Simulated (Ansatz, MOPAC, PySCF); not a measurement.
Isomers of CH8GeSi: 1 is [SiH2](C)[GeH3], 2 is [SiH3][CH2][GeH3]; one conformer of each (the lowest of an xTB search), B3LYP-D3(BJ)/def2-TZVP minima.
Isomer 1 (charge 0, multiplicity 1):
| atom | x (Å) | y (Å) | z (Å) |
|---|---|---|---|
| C | -1.7412 | -0.0835 | -0.1025 |
| Si | -0.1758 | -0.2148 | 0.9309 |
| Ge | 1.7601 | 0.2429 | -0.3918 |
| H | -2.6252 | -0.2924 | 0.5029 |
| H | -1.7204 | -0.7950 | -0.9297 |
| H | -1.8459 | 0.9187 | -0.5216 |
| H | -0.2216 | 0.7491 | 2.0594 |
| H | -0.0506 | -1.5786 | 1.5046 |
| H | 1.6908 | 1.6604 | -0.9953 |
| H | 1.8735 | -0.7530 | -1.5638 |
| H | 3.0563 | 0.1463 | 0.4349 |
Isomer 2 (charge 0, multiplicity 1):
```xyz
11

Si    -1.61535    -0.17551     0.10006
C      0.08750    -0.07703     0.87360
Ge     1.55046     0.22147    -0.41499
H     -2.66203    -0.39408     1.12876
H     -1.67069    -1.29519    -0.87068
H     -1.92209     1.08358    -0.62088
H      0.11383     0.73535     1.60344
H      0.30044    -1.00262     1.41330
H      1.32801     1.55013    -1.16026
H      1.58582    -0.92514    -1.44180
H      2.90409     0.27905     0.31760
```

No zero-point or thermal terms.

The state that AM1 reach isn't checked.

The values were computed with Ansatz (an electronic-structure program); MOPAC for AM1 (differences of heats of formation); PySCF for the dispersion terms. Values without a source in brackets are computed.

### Question
One of these levels gives 0.394 eV for the electronic energy of isomer 2 less that of isomer 1. Which one is it?
A. PBE0-D3(BJ)/def2-TZVPP
B. CAM-B3LYP-D3(BJ)/def2-TZVPP
C. PBE-D3(BJ)/def2-TZVPP
D. AM1

### Answer
C, PBE-D3(BJ)/def2-TZVPP. The others give 0.122 (AM1), 0.365 (PBE0-D3(BJ)/def2-TZVPP), 0.293 (CAM-B3LYP-D3(BJ)/def2-TZVPP)
